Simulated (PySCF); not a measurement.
Correlation energy of Al(3+) (aluminium, charge +3)

[Ne], closed-shell 1S. All numbers are calculated (PySCF 2.14, scalar relativity by spin-free X2C-1e, in x2c-TZVPPall (5s5p3d1f, 42 functions)). Frozen: 1s2; 8 electrons correlated.

```csv
level,correlation energy (mhartree)
CCSD,-138.64
(T),-0.94
CCSD(T),-139.58
CCSDT,-139.59
```

Diagnostics: T1 = 0.0029, D1 = 0.0046, largest double amplitude 0.012.

Cost of the coupled-cluster step: roughly 0.3 core-seconds, for 8 correlated electrons.

Iterations:

```
CC2 = 0
CCSD nocc = 4, nmo = 41
frozen orbitals [0]
max_cycle = 100
direct = 0
conv_tol = 1e-08
conv_tol_normt = 1e-06
diis_space = 8
diis_start_cycle = 0
Init t2, MP2 energy = -240.564377623145  E_corr(MP2) -0.13645383439814
Init E_corr(CCSD) = -0.136453834399968
cycle = 1  E_corr(CCSD) = -0.137717389572308  dE = -0.00126355517  norm(t1,t2) = 0.00809884
cycle = 2  E_corr(CCSD) = -0.138537027617394  dE = -0.000819638045  norm(t1,t2) = 0.0010597
cycle = 3  E_corr(CCSD) = -0.138627805064897  dE = -9.07774475e-05  norm(t1,t2) = 0.000249279
cycle = 4  E_corr(CCSD) = -0.138639262180616  dE = -1.14571157e-05  norm(t1,t2) = 2.13029e-05
cycle = 5  E_corr(CCSD) = -0.138638852140024  dE = 4.10040592e-07  norm(t1,t2) = 1.98529e-06
cycle = 6  E_corr(CCSD) = -0.138638830915882  dE = 2.1224142e-08  norm(t1,t2) = 1.62061e-07
cycle = 7  E_corr(CCSD) = -0.138638831695058  dE = -7.79176362e-10  norm(t1,t2) = 1.44285e-08
CCSD converged
E(CCSD) = -240.5665626204416  E_corr = -0.1386388316950581
CCSD(T) correction = -0.00093601661778472
```

This basis was not built for core-valence correlation, so the inner-shell part is incomplete.
